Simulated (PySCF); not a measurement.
ZnBr, SMILES [Zn+][Br], charge +1.

Geometry: PBE0-D3(BJ)/def2-TZVP. The multiplicity is an assumed one; other spin states were not compared.

Level of theory: PBE/def2-TZVPD (PySCF).

Task: Estimate the frontier levels, gap, dipole moment and polarisability. (The exact figures need the calculation; the answer reports its results.)

Result: 
The highest occupied level is -13.15 eV, the lowest empty level is -11.70 eV and the orbital gap comes out as 1.45 eV. The dipole moment about the centre of nuclear charge is 5.73 D. The mean static polarisability comes out as 38.9 bohr³ (5.77 Å³). The polarisability, principal values is 30.0, 30.0, 56.7 bohr³.
